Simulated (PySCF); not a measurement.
Ionisation energy of P⁺ by level of theory

P⁺ [Ne] 3s2 3p2 (3P) → P²⁺ [Ne] 3s2 3p1 (2P), as a difference of total energies. Calculation: PySCF 2.14, in Sapporo-DZP-2012; scalar relativity by spin-free X2C-1e. Correlated levels: valence: [Ne] frozen. The calculations carry no spin-orbit coupling.

| method | ionisation energy (eV) | difference from reference (eV) |
| --- | --- | --- |
| UHF | 19.200 | -0.569 |
| PBE0 | 19.852 | +0.083 |
| M06-2X | 19.630 | -0.139 |
| MP2 (valence) | 19.542 | -0.227 |
| SCS-MP2 (valence) | 19.467 | -0.302 |
| CCSD (valence) | 19.601 | -0.168 |
| CCSD(T) (valence) | 19.612 | -0.157 |

Reference: 19.769 eV (semi-empirical (NIST evaluation); NIST Atomic Spectra Database, ionization energies).

The reference lies between the lowest fine-structure levels, while these numbers refer to the centres of the terms.

Errors of the correlated levels include the incompleteness of this basis and the frozen core.
